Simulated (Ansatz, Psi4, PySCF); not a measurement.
Cl2Mg, singlet, at a GFN2-xTB geometry (such geometries of metal compounds can be far from the true shape). Base run: BHANDHLYP/def2-SVP (PySCF).

Geometry (Å):
```xyz
3

Mg     0.1940     0.2782     0.2728
Cl     1.3874     0.2479    -1.4845
Cl    -1.5244    -0.4443     1.2919
```
Charge 0, spin multiplicity 1.
All else is at PySCF's defaults.

The same geometry, method and basis name were run in Ansatz (a first-principles code) and Psi4 and PySCF, at each program's defaults and at the settings that a row names. The base is PySCF at its defaults. Differences at the defaults can come from grids, fitting, cores and function types together.

| code and settings | ΔE vs base (mEh) | basis functions | E (Eh) | SCF cycles | dipole (D) |
|---|---|---|---|---|---|
| PySCF, defaults (exact integrals, its default grid, spherical functions) | 0.000 | 54 | -1120.27096 | 8 | 2.91 |
| Psi4, defaults (density fitting with its default set, its default grid, spherical functions) | 0.016 | 54 | -1120.27095 | 7 | 2.91 |
| Ansatz, defaults (factorised integrals, its default grid, spherical functions) | 0.000 | 54 | -1120.27096 | - | - |
| PySCF, density fitting with def2-universal-jkfit | 0.027 | 54 | -1120.27093 | 8 | 2.91 |
| PySCF, fine grid | -0.003 | 54 | -1120.27096 | 8 | 2.91 |
| Psi4, exact integrals, spherical functions, fine grid | -0.004 | 54 | -1120.27096 | 9 | 2.91 |
| Ansatz, high accuracy | -0.001 | 54 | -1120.27096 | - | - |
